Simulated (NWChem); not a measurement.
System: BeSiH₄; SMILES [BeH][SiH3]

```xyz
6

Be    -0.0002    -1.6635     0.0062
H     -0.0014    -3.0035     0.0095
Si    -0.0018     0.5297     0.0010
H      1.1720     1.0956    -0.7433
H      0.0530     1.0966     1.3895
H     -1.2347     1.0898    -0.6460
```
Atoms are numbered in this order, from 1.

The geometry was optimised at PBE0/def2-SVP.

Task: Give the principal values of the shielding tensors (ppm) of Be1, Si3 from Hartree-Fock/6-31G* (spherical d), GIAO (NWChem), with their diamagnetic and paramagnetic parts as GIAO splits them.

Result: 
| atom | σ11 | σ22 | σ33 | isotropic | diamagnetic | paramagnetic |
|---|---|---|---|---|---|---|
| Be1 | 50.4 | 50.4 | 152.0 | 84.3 | 149.7 | -65.5 |
| Si3 | 538.1 | 554.8 | 554.9 | 549.3 | 880.8 | -331.5 |
